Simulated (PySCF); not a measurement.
C5H3FO.
Geometry (GFN2-xTB, Å), atoms numbered from 1 in this order:
```xyz
10
C5H3FO angstrom
O     -3.0124    0.2937    0.1374
C     -1.9749   -0.3226    0.1396
C     -0.6746    0.2902    0.2520
C      0.0846    1.3806    0.3761
C      0.7805    0.1246    0.3086
C      1.8735   -0.5974    0.3023
F      1.8210   -1.9477    0.1910
H     -1.9439   -1.4234    0.0536
H      0.1713    2.4371    0.4654
H      2.8839   -0.2305    0.3803
```

Definitions: NICS(0) = −σiso at the ring centroid; NICS(1) = −σiso and NICS(1)zz = −σzz at ±1 Å along the ring normal z. Level: GIAO PBE0/pcSseg-1 (PySCF, non-relativistic, gas phase) on the GFN2-xTB geometry, one conformer.

Ring bond lengths (Å), with Mayer bond orders in brackets: C3–C4 1.334 (1.51), C4–C5 1.438 (0.91), C5–C3 1.466 (0.80).

Task: Give the NICS values of each ring in ppm.

Result: 
| ring | type | NICS(0) | NICS(1), two faces | NICS(1)zz, two faces | rms pucker (Å) | centre to ring atoms, mean (Å) |
| --- | --- | --- | --- | --- | --- | --- |
| C3–C4–C5 | 3-membered carbocycle; formal bonds 1 double, 2 single | -23.6 | -6.4 / -6.4 | -8.6 / -8.6 | 0.00 | 0.82 |

Task: What do they say, and how far can they be read as aromaticity?

Result: 
- C3–C4–C5: mean NICS(1)zz -8.6 ppm, shielded. NICS(0) lies 17 ppm below the mean NICS(1).

Task: And the bond-length index? Use HOMA with the parameters of Krygowski (1993).

Result: 
- C3–C4–C5: HOMA 0.02 = 1 − EN − GEO, with mean bond length 1.413 Å, EN = α(Ropt − mean)² = 0.155 and GEO = α × variance = 0.820.

Task: What is the mean of the two in-plane components of NICS at the second NICS(1) probe listed for ring C3–C4–C5, 1 Å off the ring?

Result: The isotropic value is a third of the trace: (3 × -6.4 − (-8.6))/2 = -5.3 ppm.

Task: Give the inner angles of the rings and the Hirshfeld charges of the ring atoms.

Result: 
- C3–C4–C5: C3 61.6° (+0.014 e), C4 63.7° (+0.032 e), C5 54.7° (-0.045 e); sum 180.0° against 180° for a flat convex ring.
